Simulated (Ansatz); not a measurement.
Calculated with Ansatz (gas phase, PBE0-D4/def2-TZVP geometries, no zero-point term in ΔE). CCSD(T)/CBS is the MP2 limit (def2-TZVPP, def2-QZVPP) plus CCSD(T) − MP2 in def2-TZVPP, frozen cores. This one scheme is used for every species. Functionals use def2-TZVPP. B3LYP here is the variant with VWN-RPA as its local correlation; programs differ in this. HSE06 is defined as in plane-wave codes. For Ge outer-core shells are correlated without core-valence functions, which leaves a few kJ/mol of doubt a bond. Scalar relativity is left out up to krypton.

`C#C[Si](F)(F)Cl` + GeH₄ → `F[Si](F)(Cl)[GeH3]` + acetylene  (formal exchange of groups at the Si–C bond)

```csv
level,ΔE (kcal/mol),difference from CCSD(T)/CBS
LDA (SPW92),5.2,-1.7
BLYP-D4,5.9,-1.0
PBE0-D4,5.6,-1.3
B3LYP-D4,6.5,-0.4
HSE06-D4,5.6,-1.3
CAM-B3LYP-D4,7.1,0.2
PBE-QIDH,7.5,0.6
r2SCANh,7.3,0.4
HSE06,5.8,-1.1
BHLYP,8.1,1.2
CAM-B3LYP,7.3,0.4
RPA@PBE/def2-TZVPP,8.4,1.5
MP2/def2-TZVPP,9.0,2.1
SCS-MP2/def2-TZVPP,9.4,2.5
CCSD/def2-TZVPP,8.0,1.1
MP2/CBS(def2),8.0,1.1
CCSD(T)/CBS,6.9,0
```

Largest T1 diagnostic among the species: 0.013.

In def2-TZVPP, CCSD(T) changes the Hartree–Fock value by −2.1 kcal/mol (the triples alone add −0.0 kcal/mol) and MP2 by −1.0 kcal/mol. At CCSD(T), def2-SVP lies +2.2 kcal/mol from the extrapolated value and def2-TZVPP +1.1 kcal/mol.
